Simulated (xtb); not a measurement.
Si(H)2(Me)(PH2) (CH7PSi), SMILES C[SiH2]P. All values are semi-empirical tight-binding results from xtb (GFN2-xTB unless named), good for trends rather than for accurate numbers. Geometry optimised at GFN2-xTB. The values are those of a single conformer.

| Item | Result |
|---|---|
| point group as xtb finds it | Cs |
| orbital gap | 4.79 eV |
| zero-point energy | 43.8 kcal/mol |
| G − E(el) at 298.15 K (modified RRHO) | 25.2 kcal/mol |
| static polarisability (D4 model) | 69.1 bohr³ |
| solvation energy, GFN2-xTB/ALPB(water) | -0.6 kcal/mol |
| solvation energy, GFN2-xTB/ALPB(ch2cl2) | -4.1 kcal/mol |
